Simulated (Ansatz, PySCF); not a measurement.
Reaction R1 → P1 + P2, each structure at its B3LYP-D3(BJ)/def2-TZVP stationary point, reached from a drawn start (curvature not checked).
R1: CH6O3Si (SMILES C[Si](O)(O)O), charge 0, multiplicity 1.
P1: CH3 (SMILES [CH3]), charge 0, multiplicity 2.
P2: H3O3Si (SMILES O[Si](O)O), charge 0, multiplicity 2.

P less R. No zero-point or thermal terms; singlets are restricted closed shells; open shells are unrestricted. One arrangement of each flexible species, with no search for the lowest.

Frozen-core correlation throughout.

The values were computed with Ansatz (a first-principles code) with Gaussian orbitals; PySCF for the D3/D4 terms. Each number belongs to the level named beside it.

The comparison value is 99.91 kcal/mol (CCSD(T)/cc-pV(T+d)Z). It is a level with limits of its own, not the exact answer.

### Question
Order these levels by how close they come to the comparison value for the reaction energy, closest first: revPBE-D4/def2-TZVPP, B97M-V/def2-TZVPP, r2SCAN-D4/def2-TZVPP, PBE-D3(BJ)/def2-TZVPP, BHLYP/def2-TZVPP. Give each level's value less the comparison value.

### Answer
B97M-V/def2-TZVPP (0.50 kcal/mol), PBE-D3(BJ)/def2-TZVPP (-3.58 kcal/mol), BHLYP/def2-TZVPP (-4.83 kcal/mol), revPBE-D4/def2-TZVPP (-5.63 kcal/mol), r2SCAN-D4/def2-TZVPP (-6.53 kcal/mol)
